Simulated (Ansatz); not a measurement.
The cluster AgGe₂. The state is a doublet with charge 0. Geometry PBE-D4/def2-TZVP; atoms count from 1.

```xyz
3

Ag    1.190    0.331   -0.891
Ge   -1.295   -0.119   -0.472
Ge    0.105   -0.212    1.363
```

In the def2 sets Ag takes a core potential; there is no spin–orbit coupling. The structure comes from a short search, and lower isomers may exist.

Q: Estimate the Mulliken populations from the PBE0/def2-TZVP orbitals of Ansatz.

A: 
| atom | charge (e) | spin (α − β) | d electrons |
| --- | --- | --- | --- |
| Ag1 | 0.00 | -0.01 | 9.86 |
| Ge2 | 0.00 | 0.50 | – |
| Ge3 | 0.00 | 0.50 | – |
Mulliken values and Mayer orders depend strongly on the basis.

Q: Where does the spin sit?

A: Summed by element: Ag -0.01, Ge 1.01, of 1 unpaired in all. Largest on single atoms: Ge2 0.50, Ge3 0.50, Ag1 -0.01.

Q: And the Mayer bond orders between bonded heavy atoms (over 0.3)?

A: Ag1–Ge2 0.78 (2.56 Å); Ag1–Ge3 0.79 (2.56 Å); Ge2–Ge3 1.73 (2.31 Å).
